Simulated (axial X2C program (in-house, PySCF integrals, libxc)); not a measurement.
**HfBr: properties at the nuclei**

Calculated with an axial X2C code built on PySCF integrals: two-component X2C with atomic mean-field Coulomb and Gaunt terms, Gaussian nuclei, basis Hf dyall-cv3z, Br dyall-cv3z with contracted cores.

R = 2.451 Å (near the PBE0 minimum at charge 0 of the determinant lowest at the starting distance; the state shown can have its own minimum elsewhere).

Input and command:
```json
{"zs": [72, 35], "q": 0, "bas": ["dyall-cv3z", "dyall-cv3z"], "r0": 2.66, "levels": ["PBE0", "HF", "BP86", "B3LYP", "BHandHLYP"], "nst": 3}
```
```bash
python soeom.py task.json out
```

Keys: zs atomic numbers; q charge; bas basis sets; r0 starting distance in Å; levels methods; nst determinants followed.

Determinant lowest in the PBE0 search, Ω = 3/2 (⟨Sz⟩ = -0.46, ⟨Lz⟩ = 1.96 at PBE0), spin on the atoms Hf -0.48, Br 0.02:

```tsv
level	Eeff magnitude (GV/cm)	Ws magnitude Hf (kHz)	A∥/gI Hf (MHz)	qzz Hf (a.u.)	A∥/gI Br (MHz)	qzz Br (a.u.)	μ (D)
PBE0	22	13.8	732	-2.21	20.2	0.65	-1.50
HF	75.7	49.3	-0.89	-4.13	8.56	0.33	-1.26
BP86	13.6	8.47	763	-1.29	19.3	0.64	-1.32
B3LYP	14	8.97	744	-1.74	17.9	0.66	-1.73
BHandHLYP	32.9	21.3	696	-2.89	18.4	0.59	-1.93
```

Determinant 0.35 eV from it at PBE0 and this distance, Ω = 1/2 (⟨Sz⟩ = -0.47, ⟨Lz⟩ = 0.97 at PBE0), spin on the atoms Hf -0.46, Br -0.01:

```csv
level,Eeff magnitude (GV/cm),Ws magnitude Hf (kHz),A∥/gI Hf (MHz),qzz Hf (a.u.),A∥/gI Br (MHz),qzz Br (a.u.),μ (D)
PBE0,5.03,9.96,866,-6.69,196,0.81,-1.81
HF,34.2,67.1,1020,-8.72,79.4,0.31,-1.72
BP86,5.24,10.5,736,-6.10,235,0.80,-1.51
B3LYP,1.84,3.93,916,-6.62,194,0.74,-1.82
BHandHLYP,2.47,4.91,1010,-7.48,145,0.63,-2.07
```

Eeff is the effective electric field on the electron electric dipole moment in this Ω state and Ws the scalar–pseudoscalar constant of the nucleus named (defined with the proton number Z and per Ω); A∥ (defined per Ω) follows by multiplying with gI = μI/(I μN); qzz is the electric field gradient, eQq0 = 234.96 MHz × Q/barn × qzz; μ is positive if the Br end (last atom) is positive. The operators were transformed with the bare-nucleus X2C matrices; with these basis sets, hyperfine constants and field gradients can be off by tens of per cent, and where levels differ in sign neither size nor sign is settled.

Each state is one determinant with collinear spin. Unrestricted Hartree–Fock can overshoot spin polarisation at the nuclei. In the state Ω = 1/2 the sign of Eeff differs between levels (HF, BHandHLYP against PBE0). Where Eeff spreads by more than a factor of two the levels disagree and none is to be relied on. States lie within half an eV, so the first need not be the ground state. The sign of Ws at Hf differs between levels in the second state. Further determinants of the search, some of them spin-mixed, are not shown. Where a field gradient or hyperfine factor spreads by more than a factor of two over the levels, a constant derived from it is not to be relied on. PBE0 term energies can be off by some tenths of an eV.
